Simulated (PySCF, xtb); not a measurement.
Ta(Cl)4(SH) (Cl4HSTa), SMILES [Cl][Ta]([SH])([Cl])([Cl])[Cl], multiplicity 1.

GFN2-xTB in xtb at its own geometry gives an orbital gap of 2.03 eV and a dipole moment of 1.67 D.

Geometry optimised at PBE0-D3(BJ)/def2-SVP. The spin state was assumed, not searched. The structure was generated by enumeration; whether it is a known compound was not checked. The def2 effective core potentials stand for the cores of Ta; spin–orbit coupling is left out. The values are those of a single conformer.

### Question
What does B3LYP/def2-TZVP in PySCF give? (The exact figures need the calculation; the answer reports its results.)

### Answer
gap 4.24 eV (levels -8.15 and -3.91 eV), dipole 0.65 D.
